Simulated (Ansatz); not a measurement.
`C[NH][AlH][NH2]` → `[NH2][AlH]`• + `C[NH]`•  (homolysis of the Al–N bond)

Calculated with Ansatz (gas phase, PBE0-D4/def2-TZVP geometries, no zero-point term in ΔE). CCSD(T)/CBS adds triple-zeta CCSD(T) − MP2 to the extrapolated MP2 energy (def2 sets, frozen cores). Functionals use def2-TZVPP. Open shells (•) are unrestricted, without spin–orbit coupling. Each species was taken in one conformer, which may not be the lowest.

```tsv
species	B2PLYP energy (Eh)
`C[NH][AlH][NH2]`	-394.14328
`[NH2][AlH]`•	-298.83916
`C[NH]`•	-95.14429
```

(1) Work out ΔE.

Largest T1 diagnostic among the species: 0.015.

Answers

(1) ΔE = (-298.83916) + (-95.14429) − (-394.14328) = 0.15983 Eh = +100.3 kcal/mol. CCSD(T)/CBS gives +105.1 kcal/mol.

The D4 term adds +2.7 kcal/mol with B3LYP and +1.5 kcal/mol with PBE0; it sums over pairs of atoms, weighted by their polarisabilities, and B3LYP, whose exchange is more repulsive, gets the larger term. In def2-TZVPP, CCSD(T) changes the Hartree–Fock value by +27.9 kcal/mol (the triples alone add +1.9 kcal/mol) and MP2 by +33.8 kcal/mol; breaking electron pairs costs correlation energy, which Hartree–Fock lacks.

B3LYP here is the variant with VWN-RPA as its local correlation; programs differ in this.
